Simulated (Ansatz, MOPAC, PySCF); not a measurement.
Complex: CH5N (SMILES CN) (first 7 atoms) with CH2O2 (SMILES O=CO); geometry from B3LYP-D3(BJ)/def2-TZVP, rigid monomers moved along the line of their centres of mass till N2···H12 is 2.30 Å.
(charge 0, multiplicity 1):
```xyz
12

C      0.195     0.646     0.155
N     -0.560    -0.442     0.793
H      0.986     0.958     0.836
H     -0.470     1.494    -0.012
H      0.647     0.364    -0.801
H      0.056    -1.224     0.990
H     -1.303    -0.778     0.191
O      1.259    -0.116     4.034
C      0.242     0.265     4.566
O     -0.942     0.372     3.991
H      0.198     0.575     5.621
H     -0.868     0.066     3.019
```

Interaction energies are E(AB) − E(A) − E(B) at the monomers' geometry in the complex; basis-set methods are counterpoise corrected. Rows marked so take none.

Frozen-core correlation. Rows in 3-21G, 6-311+G**, 6-31G* carry no dispersion term and start afresh at each structure (6-31G* with six Cartesian d functions). MP2/6-31G* freezes PySCF's default core. The state that PM3, PM6, PM7 reach isn't checked; PM7 holds dispersion and hydrogen-bond terms.

Run with Ansatz (an electronic-structure program); MOPAC for PM3, PM6, PM7 (differences of heats of formation); PySCF for 3-21G rows, 6-311+G** rows, 6-31G* rows, the dispersion terms. Values without a source in brackets are computed.

Other levels give for the interaction energy: PBE/def2-TZVPPD -9.02; B3LYP/def2-TZVPPD -8.27; B3LYP-D3(BJ)/def2-TZVPPD -9.67; wB97M-V/def2-TZVPPD -9.38; CCSD(T)/aug-cc-pVDZ -8.86 kcal/mol.

### Question
What do these common cheap choices give for the same quantity: PM3, PM6, PM7, HF/6-31G*, B3LYP/3-21G (no counterpoise), B3LYP/6-31G* (no counterpoise), B3LYP/6-311+G** (no counterpoise), MP2/6-31G*?

### Answer
PM3 -2.56; PM6 -5.84; PM7 -8.23; HF/6-31G* -8.65; B3LYP/3-21G (no counterpoise) -14.85; B3LYP/6-31G* (no counterpoise) -11.06; B3LYP/6-311+G** (no counterpoise) -9.17; MP2/6-31G* -9.57 kcal/mol. They span -14.85 to -2.56 kcal/mol.
